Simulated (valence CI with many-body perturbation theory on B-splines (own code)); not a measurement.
## E1 line list for Ho35+

Method: valence CI with perturbative core correlation (CI+MBPT): four valence electrons over a frozen Dirac-Fock core [Ar] 3d10, a basis of 11 s, 11 p, 9 d, 7 f, 5 g, 2 h, 1 i functions for each j, with the one-electron correlation potential Σ1, the two-electron term Σ2, the three-electron term Σ3, Breit, model QED; selected CI, second order for the rest (own B-spline code, finite nucleus).

No measured spectrum was set against this ion. As an estimate, large intervals hold to a few tenths of a per cent, small ones and those within an open d or f shell to about a per cent.

Lines 51 to 100 of 239 in falling wavelength, among levels below 362.69 eV, chosen from the strongest by gf and those to the six lowest levels. Wavelengths and rates use the calculated energies. Electric multipoles are in the length gauge, E1 and E2 with the static RPA response of the core. Weak lines are less certain than strong ones. Lines between different terms over intervals too small for the method are left out, as are lines whose strength nearly cancels. Where a level lies close to another of its J and parity, the split of strength between their lines is uncertain. The highest levels of a list are the least certain.

Levels are named by their leading jj configuration (3d3/2^4 stands for four electrons in 3d with j = 3/2), which in mixed levels can hold well under half, so a name can repeat and another be missing. Letters in brackets count levels of one name in rising energy.

```
λ vac (Å)                           Upper                       Lower   A (s⁻¹)  S (a.u.) with core polarisation  S without
    136.3             (4p1/2 4p3/2^3) J=1      (4s^2 4p3/2 4d5/2) J=2  1.25e+10                         4.67e-02   5.00e-02
    135.7          (4s 4p1/2^2 4p3/2) J=1      (4s^2 4p1/2 4p3/2) J=1  4.84e+09                         1.79e-02   1.92e-02
    135.6          (4s^2 4p1/2 4f7/2) J=3      (4s^2 4p3/2 4d5/2) J=3  3.98e+09                         3.42e-02   3.66e-02
    135.1          (4s^2 4p1/2 4f5/2) J=2      (4s^2 4p3/2 4d5/2) J=3  7.89e+09                         4.81e-02   5.14e-02
    133.7          (4s^2 4p1/2 4d5/2) J=3          (4s^2 4p3/2^2) J=2  2.61e+09                         2.15e-02   2.30e-02
    131.0      (4s 4p1/2 4p3/2^2) J=1 [b]          (4s^2 4p3/2^2) J=2  1.17e+10                         3.89e-02   4.16e-02
    129.9          (4s^2 4p1/2 4d5/2) J=2          (4s^2 4p3/2^2) J=2  7.20e+09                         3.89e-02   4.16e-02
    127.5           (4p1/2^2 4p3/2^2) J=2  (4s 4p1/2 4p3/2^2) J=2 [a]  1.05e+10                         5.37e-02   5.74e-02
    117.9          (4s 4p1/2^2 4d5/2) J=2      (4s 4p1/2 4p3/2^2) J=3  7.05e+09                         2.85e-02   3.05e-02
    105.8          (4s 4p1/2^2 4d3/2) J=1      (4s 4p1/2^2 4p3/2) J=1  1.45e+10                         2.54e-02   2.70e-02
    102.0  (4s 4p1/2 4p3/2 4d3/2) J=2 [a]      (4s 4p1/2 4p3/2^2) J=3  8.36e+09                         2.19e-02   2.33e-02
    101.2  (4s 4p1/2 4p3/2 4d3/2) J=3 [c]  (4s 4p1/2 4p3/2^2) J=2 [b]  6.26e+09                         2.24e-02   2.39e-02
    101.0      (4s 4p1/2 4p3/2^2) J=2 [a]      (4s^2 4p1/2 4p3/2) J=2  1.38e+08                         3.52e-04   3.79e-04
    99.53          (4s^2 4p1/2 4d3/2) J=2      (4s^2 4p1/2 4p3/2) J=2  3.16e+08                         7.69e-04   7.91e-04
    98.10      (4s 4p1/2 4p3/2^2) J=2 [a]      (4s^2 4p1/2 4p3/2) J=1  9.33e+09                         2.17e-02   2.33e-02
    97.02          (4s^2 4p3/2 4d3/2) J=1          (4s^2 4p3/2^2) J=0  1.59e+09                         2.15e-03   2.33e-03
    96.68          (4s^2 4p1/2 4d3/2) J=2      (4s^2 4p1/2 4p3/2) J=1  5.40e+08                         1.20e-03   1.28e-03
    95.50          (4s 4p1/2^2 4d3/2) J=1      (4s 4p1/2^2 4p3/2) J=2  4.76e+09                         6.14e-03   6.53e-03
    95.49  (4s 4p1/2 4p3/2 4d5/2) J=3 [b]      (4s^2 4p1/2 4d5/2) J=2  2.22e+10                         6.69e-02   7.19e-02
    95.39          (4s 4p1/2 4p3/2^2) J=3      (4s^2 4p1/2 4p3/2) J=2  4.04e+09                         1.21e-02   1.31e-02
    95.25  (4s 4p1/2 4p3/2 4d3/2) J=2 [d]  (4s 4p1/2 4p3/2^2) J=1 [b]  2.43e+10                         5.18e-02   5.54e-02
    94.36                (4s 4p3/2^3) J=2          (4s^2 4p3/2^2) J=2  1.30e+10                         2.70e-02   2.91e-02
    94.06          (4s 4p1/2^2 4d3/2) J=2      (4s 4p1/2^2 4p3/2) J=2  8.70e+09                         1.79e-02   1.89e-02
    93.62  (4s 4p1/2 4p3/2 4d5/2) J=3 [c]      (4s^2 4p1/2 4d5/2) J=2  1.81e+10                         5.12e-02   5.49e-02
    93.58  (4s 4p1/2 4p3/2 4d5/2) J=4 [b]      (4s^2 4p1/2 4d5/2) J=3  1.98e+10                         7.22e-02   7.76e-02
    91.83  (4s 4p1/2 4p3/2 4d3/2) J=1 [d]  (4s 4p1/2 4p3/2^2) J=1 [a]  2.89e+10                         3.31e-02   3.53e-02
    91.73  (4s 4p1/2 4p3/2 4d5/2) J=3 [c]      (4s^2 4p1/2 4d5/2) J=3  1.15e+10                         3.08e-02   3.29e-02
    91.59  (4s 4p1/2 4p3/2 4d5/2) J=3 [b]  (4s 4p1/2 4p3/2^2) J=2 [b]  1.36e+10                         3.62e-02   3.88e-02
    91.54  (4s 4p1/2 4p3/2 4d5/2) J=4 [c]      (4s^2 4p1/2 4d5/2) J=3  4.07e+10                         1.39e-01   1.49e-01
    91.26          (4s^2 4p3/2 4d3/2) J=1          (4s^2 4p3/2^2) J=2  6.58e+09                         7.41e-03   7.98e-03
    91.00          (4s^2 4p3/2 4d3/2) J=2          (4s^2 4p3/2^2) J=2  4.14e+06                         7.69e-06   7.17e-06
    89.87  (4s 4p1/2 4p3/2 4d5/2) J=3 [c]  (4s 4p1/2 4p3/2^2) J=2 [b]  1.00e+10                         2.51e-02   2.70e-02
    89.84          (4s^2 4p1/2 4d3/2) J=1      (4s^2 4p1/2 4p3/2) J=2  7.20e+09                         7.73e-03   8.28e-03
    89.50          (4s^2 4p3/2 4d3/2) J=3          (4s^2 4p3/2^2) J=2  7.51e+09                         1.86e-02   1.98e-02
    88.79  (4s 4p1/2 4p3/2 4d3/2) J=2 [c]      (4s 4p1/2 4p3/2^2) J=3  1.43e+10                         2.46e-02   2.61e-02
    88.55  (4s 4p1/2 4p3/2 4d3/2) J=2 [b]      (4s^2 4p1/2 4d3/2) J=2  1.14e+11                         1.95e-01   2.08e-01
    87.76  (4s 4p1/2 4p3/2 4d5/2) J=3 [d]      (4s^2 4p1/2 4d5/2) J=3  4.45e+10                         1.04e-01   1.11e-01
    87.52          (4s^2 4p1/2 4d3/2) J=1      (4s^2 4p1/2 4p3/2) J=1  4.13e+10                         4.10e-02   4.38e-02
    87.46  (4s 4p1/2 4p3/2 4d3/2) J=2 [d]      (4s^2 4p1/2 4d3/2) J=1  2.25e+10                         3.71e-02   4.01e-02
    87.43  (4s 4p1/2 4p3/2 4d3/2) J=1 [d]      (4s^2 4p1/2 4d3/2) J=1  9.68e+10                         9.58e-02   1.02e-01
    87.40  (4s 4p1/2 4p3/2 4d3/2) J=2 [b]  (4s 4p1/2 4p3/2^2) J=2 [a]  2.34e+10                         3.85e-02   4.10e-02
    87.39          (4s 4p1/2 4p3/2^2) J=0      (4s^2 4p1/2 4p3/2) J=1  1.20e+11                         3.96e-02   4.22e-02
    87.10  (4s 4p1/2 4p3/2 4d5/2) J=1 [c]      (4s^2 4p1/2 4d5/2) J=2  6.62e+10                         6.48e-02   6.91e-02
    87.02  (4s 4p1/2 4p3/2 4d5/2) J=2 [c]      (4s^2 4p1/2 4d5/2) J=2  4.63e+10                         7.54e-02   8.04e-02
    87.01  (4s 4p1/2 4p3/2 4d5/2) J=1 [b]  (4s 4p1/2 4p3/2^2) J=2 [b]  3.73e+10                         3.64e-02   3.87e-02
    86.96  (4s 4p1/2 4p3/2 4d5/2) J=1 [b]  (4s 4p1/2 4p3/2^2) J=1 [a]  2.40e+10                         2.33e-02   2.47e-02
    86.83  (4s 4p1/2 4p3/2 4d3/2) J=3 [c]      (4s^2 4p1/2 4d3/2) J=2  6.49e+10                         1.47e-01   1.57e-01
    86.54                (4s 4p3/2^3) J=1          (4s^2 4p3/2^2) J=0  3.20e+07                         3.07e-05   2.61e-05
    86.38          (4s 4p1/2^2 4p3/2) J=1          (4s^2 4p1/2^2) J=0  1.46e+11                         1.40e-01   1.49e-01
    86.21           (4p1/2^2 4p3/2^2) J=0      (4s 4p1/2^2 4p3/2) J=1  2.03e+11                         6.41e-02   6.84e-02
```
